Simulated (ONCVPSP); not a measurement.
# Transferability test, ONCV potential for molybdenum

ONCVPSP 4.0.1 input, shortened (lines: element, Z, core and valence counts, functional; n l f; lmax; l rc ep ncon nbas qcut; lloc lpopt rc5 dvloc0; l nproj debl; icmod fcfact rcfact), Wu-Cohen, fully relativistic:

```
  Mo 42.00    8    2  -118130      upf
    1    0    2.00
    2    0    2.00
    2    1    6.00
    3    0    2.00
    3    1    6.00
    3    2   10.00
    4    0    2.00
    4    1    6.00
    4    2    5.00
    5    0    0.50
    2
    0    2.85    0.00    5   10    2.40
    1    2.45    0.29    4    8    3.70
    2    2.25    0.00    3    7    6.00
    4    3    1.75    3.00
    0    1    3.60
    1    1    2.20
    2    2    2.70
    0    0.00    0.00
```

Open shells are filled in proportion to 2j + 1.

Energies are relative to the spin-unpolarised reference configuration 4d5 5s0.5; without spin polarisation the order of configurations can differ from experiment.

| valence configuration | charge | ΔE all-electron (eV) | error AE − PS (meV) |
| --- | --- | --- | --- |
| 4d5 5s0 | +1 | 4.152 | +0.2 |
| 4d4 5s0 | +2 | 19.602 | +3.1 |
| 4d3 5s0 | +3 | 46.326 | -24 |

**Question.** What are ΔE and the potential's error for 4d5 5s1?

**Answer.** ΔE = -2.739 eV all-electron; the error (AE − PS) is -2.2 meV.

Levels in the configuration 4d5 5s0:

```csv
level,all-electron (eV),pseudo (eV)
4d j=5/2,-10.320,-10.306
4d j=3/2,-10.536,-10.522
```
